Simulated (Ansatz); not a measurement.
Coupled-cluster run, `NBC(F)F`.

```yaml
crystal:
  periodic: [false, false, false]
  atoms:
    - {symbol: N, position_ang: [0.125969, 0.707053, 1.231929]}
    - {symbol: B, position_ang: [-0.349275, -0.330205, 0.460702]}
    - {symbol: C, position_ang: [0.014856, -0.351331, -1.092523]}
    - {symbol: F, position_ang: [0.858069, 0.680045, -1.431406]}
    - {symbol: F, position_ang: [0.664422, -1.513500, -1.411724]}
    - {symbol: H, position_ang: [-0.051204, 0.797201, 2.217263]}
    - {symbol: H, position_ang: [0.707947, 1.432924, 0.844258]}
    - {symbol: H, position_ang: [-1.030583, -1.193117, 0.926694]}
    - {symbol: H, position_ang: [-0.851700, -0.275369, -1.762392]}
basis:
  gaussian: {orbitals: def2-TZVPP}
correlation: {method: ccsd_t}
output: {orbitals: {seedname: orbitals}}
```

```sh
$ ansatz run in.yaml --threads 2 --pin off --events-out ev --progress --plain --max-ram 4352MiB
```

Log, shortened:

```
Functional definition: HF
1303 factors; integrals over basis functions are off by at most 1.2e-3 eV
mean field evaluation 1: about -8660.0315 eV, gradient 4.2e1 eV
mean field evaluation 2: about -8660.2046 eV, gradient 4.2e1 eV
mean field evaluation 4: about -8663.6979 eV, gradient 3.7e0 eV
mean field evaluation 8: about -8663.7471 eV, gradient 2.2e-1 eV
mean field -8663.74733758 eV, -318.3868421571 hartree, gradient 1.6e-6 eV, S^2 0.000000; 0 other end points of the search recorded, 0 dependent functions left out
5 core orbitals not correlated: weight in the atoms' cores, before any rotation towards them, 1.000 or more for the frozen orbitals, at most 0.000 for the correlated occupied ones
reference -8663.74733758 eV, -318.3868421571 hartree; 15, 15 occupied and 191, 191 virtual orbitals, 1303 factors
second order -26.48273930 eV of doubles, -0.00000000 eV of singles
cycle   1  -26.50131408 eV  change   -1.9e-2 eV  update   1.0e-1
cycle   2  -27.05689553 eV  change   -5.6e-1 eV  update   3.0e-2
cycle   3  -27.19177107 eV  change   -1.3e-1 eV  update   1.6e-2
cycle   4  -27.17529799 eV  change    1.6e-2 eV  update   4.4e-3
cycle   5  -27.17300762 eV  change    2.3e-3 eV  update   2.1e-3
cycle   6  -27.17461109 eV  change   -1.6e-3 eV  update   6.8e-4
cycle   7  -27.17419495 eV  change    4.2e-4 eV  update   2.2e-4
cycle   8  -27.17403913 eV  change    1.6e-4 eV  update   6.7e-5
cycle   9  -27.17405430 eV  change   -1.5e-5 eV  update   2.5e-5
perturbative correction -0.92203572 eV, -0.0338841878 hartree
Total energy: -8691.84342760 eV, -319.4193544213 hartree
```

It took 3 min on 2 threads of an Arm Neoverse V1 on a shared host, with 3.3 GiB of host memory at the peak.

MP2 recovers 94.3 % of the CCSD(T) correlation energy and the triples give 3.3 %; T1 = 0.0127.
